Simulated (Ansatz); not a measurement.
Computed with Ansatz on PBE0-D4/def2-TZVP structures; ΔE is electronic, products minus reactants. CBS: MP2 limit from def2 TZ/QZ plus the TZ coupled-cluster correction, frozen cores. DFT in def2-TZVPP. Each species was taken in one conformer, which may not be the lowest.

`O[SiH2]CS` + `O=COCS` → `O[SiH2]OCS` + `O=CCS`  (formal exchange of groups at the Si–C bond)

`O[SiH2]CS`:

Z-matrix (Å, degrees):
```
Si
C 1 1.876
O 1 1.643 2 109.5
H 1 1.491 2 106.8 3 -121.6
H 1 1.484 2 112.3 3 118.1
S 2 1.818 1 108.8 3 55.0
H 2 1.093 1 109.8 3 -59.5
H 2 1.092 1 114.3 3 179.4
H 3 0.962 1 114.2 2 -43.7
H 6 1.344 2 97.1 1 57.1
```

`O=COCS`:

Z-matrix (Å, degrees):
```
C
S 1 1.783
O 1 1.432 2 110.5
H 1 1.090 2 111.6 3 121.9
H 1 1.091 2 107.1 3 -119.5
H 2 1.343 1 96.7 3 -73.8
C 3 1.334 1 115.0 2 -170.4
O 7 1.196 3 125.7 1 0.1
H 7 1.100 3 109.1 1 -180.0
```

`O[SiH2]OCS`:

```xyz
11

O     0.738   -0.820    1.850
Si   -0.328   -1.236    0.682
O    -1.029    0.063   -0.065
C    -0.422    0.759   -1.102
S     1.204    1.475   -0.698
H     1.480   -0.288    1.549
H    -1.420   -1.961    1.355
H     0.332   -2.038   -0.385
H    -0.216    0.114   -1.964
H    -1.089    1.561   -1.417
H     0.751    2.371    0.195
```

`O=CCS`:

```xyz
8

O    -1.019   -0.828    1.131
C    -0.673   -0.707   -0.010
C     0.356    0.263   -0.513
S     1.078    1.316    0.756
H    -1.114   -1.340   -0.807
H     1.130   -0.325   -1.018
H    -0.124    0.868   -1.291
H     0.365    0.755    1.751
```

Is it downhill or uphill in electronic energy at CCSD(T)/CBS, and by how much? (Estimate.)

Ansatz gave: Downhill: ΔE = -15.4 kcal/mol.

What do these levels give: r2SCAN-D4, ωB97X-V, r2SCAN, HF/def2-QZVPP, MP2/def2-QZVPP, CCSD/CBS(def2)? (Best estimate.)

Ansatz gave: r2SCAN-D4 -13.6, ωB97X-V -13.8, r2SCAN -13.6, HF/def2-QZVPP -15.7, MP2/def2-QZVPP -15.6, CCSD/CBS(def2) -15.8 kcal/mol.

Largest T1 diagnostic among the species: 0.015.

From PBE to PBE0 (25 % exact exchange), in def2-TZVPP and without D4, ΔE moves by −0.7 kcal/mol. The D4 term adds −0.7 kcal/mol with B3LYP and −0.4 kcal/mol with PBE0; it sums over pairs of atoms, weighted by their polarisabilities, and B3LYP, whose exchange is more repulsive, gets the larger term.

B3LYP here is the variant with VWN-RPA as its local correlation; programs differ in this.
